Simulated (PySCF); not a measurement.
## Deuteron quadrupole couplings in `CC/C(=C/[SiH2]CF)C[SiH3]`

Compound: C6H15FSi2.
Cartesian coordinates in Å at the GFN2-xTB level; atoms count from 1:
```
atom  x, y, z in Å
C1    -2.5187    1.0002    0.0527
C2    -1.8040    0.5390   -1.2181
C3    -0.4368   -0.0230   -0.9160
C4     0.5487    0.7647   -0.4754
Si5    2.2717    0.2087   -0.0057
C6     3.1518    1.7742    0.6655
F7     4.4533    1.4720    1.0196
C8    -0.2773   -1.4903   -1.0910
Si9   -1.0505   -2.4797    0.3511
H10   -3.5097    1.3785   -0.1884
H11   -2.6223    0.1729    0.7508
H12   -1.9569    1.7915    0.5421
H13   -2.4144   -0.2163   -1.7162
H14   -1.7052    1.3911   -1.8959
H15    0.3258    1.8218   -0.3723
H16    3.0586   -0.2778   -1.1477
H17    2.2935   -0.8004    1.0624
H18    2.6798    2.1768    1.5654
H19    3.2172    2.5748   -0.0757
H20    0.7801   -1.7436   -1.1559
H21   -0.7506   -1.8041   -2.0232
H22   -0.5744   -1.9338    1.6209
H23   -2.5127   -2.3952    0.2896
H24   -0.6587   -3.8822    0.2025
```

Level: PBE0/pcSseg-1 (PySCF, non-relativistic); Q(2H) = 0.00286 b; rigid geometry, the same for H and D, with no vibrational averaging.

Question: Rank these positions by the coupling χzz of a deuteron there, largest first.
A. H19 (methylene hydrogen)
B. H15 (vinylic hydrogen)
C. H20 (methylene hydrogen)
D. H24 (Si–H hydrogen)

Answer: B (219 kHz), C (210 kHz), A (201 kHz), D (109 kHz).

Tabulate Vzz, the asymmetry η and χzz = 234.96 MHz × Q × Vzz for every hydrogen position.

```json
{"atom": "H10", "bonded to": "C1", "bond length (Å)": "1.088", "Vzz (au)": "0.3151", "η": "0.02", "χzz (kHz)": "212"}
{"atom": "H11", "bonded to": "C1", "bond length (Å)": "1.087", "Vzz (au)": "0.3142", "η": "0.04", "χzz (kHz)": "211"}
{"atom": "H12", "bonded to": "C1", "bond length (Å)": "1.087", "Vzz (au)": "0.3155", "η": "0.03", "χzz (kHz)": "212"}
{"atom": "H13", "bonded to": "C2", "bond length (Å)": "1.091", "Vzz (au)": "0.3028", "η": "0.03", "χzz (kHz)": "203"}
{"atom": "H14", "bonded to": "C2", "bond length (Å)": "1.093", "Vzz (au)": "0.3020", "η": "0.01", "χzz (kHz)": "203"}
{"atom": "H15", "bonded to": "C4", "bond length (Å)": "1.085", "Vzz (au)": "0.3255", "η": "0.07", "χzz (kHz)": "219"}
{"atom": "H16", "bonded to": "Si5", "bond length (Å)": "1.470", "Vzz (au)": "0.1585", "η": "0.02", "χzz (kHz)": "106"}
{"atom": "H17", "bonded to": "Si5", "bond length (Å)": "1.470", "Vzz (au)": "0.1584", "η": "0.02", "χzz (kHz)": "106"}
{"atom": "H18", "bonded to": "C6", "bond length (Å)": "1.093", "Vzz (au)": "0.2985", "η": "0.10", "χzz (kHz)": "201"}
{"atom": "H19", "bonded to": "C6", "bond length (Å)": "1.093", "Vzz (au)": "0.2986", "η": "0.10", "χzz (kHz)": "201"}
{"atom": "H20", "bonded to": "C8", "bond length (Å)": "1.089", "Vzz (au)": "0.3129", "η": "0.06", "χzz (kHz)": "210"}
{"atom": "H21", "bonded to": "C8", "bond length (Å)": "1.092", "Vzz (au)": "0.3103", "η": "0.04", "χzz (kHz)": "208"}
{"atom": "H22", "bonded to": "Si9", "bond length (Å)": "1.462", "Vzz (au)": "0.1637", "η": "0.01", "χzz (kHz)": "110"}
{"atom": "H23", "bonded to": "Si9", "bond length (Å)": "1.466", "Vzz (au)": "0.1611", "η": "0.01", "χzz (kHz)": "108"}
{"atom": "H24", "bonded to": "Si9", "bond length (Å)": "1.464", "Vzz (au)": "0.1625", "η": "0.01", "χzz (kHz)": "109"}
```

Average by the element that carries the hydrogen.

on C: 208 kHz over 10 positions, mean bond length 1.090 Å; on Si: 108 kHz over 5 positions, mean bond length 1.466 Å.

Isolated species at its GFN2-xTB geometry (one conformer only). GFN2-xTB bond lengths can be off by several hundredths of an ångström, more for odd bonds, and the gradients follow them. The basis is small and wasn't made for field gradients, so the couplings can be 20 % off.
